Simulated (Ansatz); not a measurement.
System: C3HO, charge -1, multiplicity 1. It need not be the lowest isomer of its formula. Whether it binds its extra electron was not tested at this geometry. 
Coordinates optimised at B3LYP-D3(BJ)/def2-TZVP (Ansatz, a program for electronic structure):
```
C
O 1 1.2325
C 1 1.4057 2 128.73
C 3 1.2469 1 173.78 2 -180.00
H 1 1.1173 2 117.44 3 180.00
```
Charge -1, spin multiplicity 1.

Parts of the frozen-core correlation energy in 6-31G* (Ansatz, hartree). Frozen orbitals: 4; correlated occupied orbitals by spin: 10 and 10; virtual: 48 and 48. No spin-orbit coupling. No relativistic terms.

```tsv
term	value
reference (HF)	-188.93762
MP2 opposite-spin	-0.39864
MP2 same-spin	___
CCSD correlation	___
(T)	___
T1 diagnostic	0.020
largest doubles amplitude	0.080
```

### Question
Complete the blanks.

### Answer

- MP2 same-spin, value: -0.14578
- CCSD correlation, value: -0.55910
- (T), value: -0.02504
